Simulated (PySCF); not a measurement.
**Computed vibrations of [Tm(PH3)]3+**

[Tm(PH3)]3+ (singlet in the valence; each metal's 4f electrons, 12 of them, lie in its core potential, out of spins and levels). PySCF 2.14.0, RKS PBE0, Tm lcecp-1-SVP with ECP58, P def2-SVP, H def2-SVP; non-relativistic Hamiltonian with scalar-relativistic core potentials where named; density fitting; no spin-orbit coupling. Central differences of gradients.

```xyz
5

Tm    0.0000    0.0000   -0.4876
P     0.0000    0.0000    2.3776
H     1.3351    0.0000    2.8851
H    -0.6675    1.1562    2.8851
H    -0.6676   -1.1562    2.8851
```

Run from Python with OMP_NUM_THREADS=2. Where DIIS fails, smearing, a level shift and second-order steps follow.
It took 18 s on 2 threads of Arm Neoverse V1, on a shared host.

Task: What are the harmonic wavenumbers and infrared intensities?

Result: Modes are labelled in C3v; negative numbers are unstable modes, those under 60 cm⁻¹ near the noise; a finer grid moves soft modes by up to 10 cm⁻¹.
| cm⁻¹ | km/mol | symmetry |
| --- | --- | --- |
| 215 | 0.2 | a1 |
| 450 | 3.9 | e |
| 450 | 3.9 | e |
| 886 | 25.9 | a1 |
| 1014 | 0.8 | e |
| 1014 | 0.8 | e |
| 2377 | 198.1 | a1 |
| 2420 | 166.4 | e |
| 2420 | 166.4 | e |

Task: Is this a minimum?

Result: Yes. Ideal gas at 298.15 K and 1 bar: S = 292.7 J/(mol K), Cp = 57.5 J/(mol K), H − H(0 K) = 13.0 kJ/mol (rigid rotor, harmonic modes, spin degeneracy alone, that of the 4f electrons in the core included).

An lcecp potential fixes the number of 4f electrons, so in runs with it no electron can move into or out of that shell.
